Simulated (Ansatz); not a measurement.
Name a neutral molecule of I, Na with HOMO energy (PBE/def2-TZVPP) between -4.95 and -4.65 eV and HOMO–LUMO gap (PBE0/def2-TZVPP) between 4.05 and 4.35 eV (Ansatz, PBE0-D4/def2-TZVP geometry).

`[Na][I]` (-4.91 eV, 4.09 eV). Other molecules can fit too; these were computed, each in one conformer that needn't be the lowest.
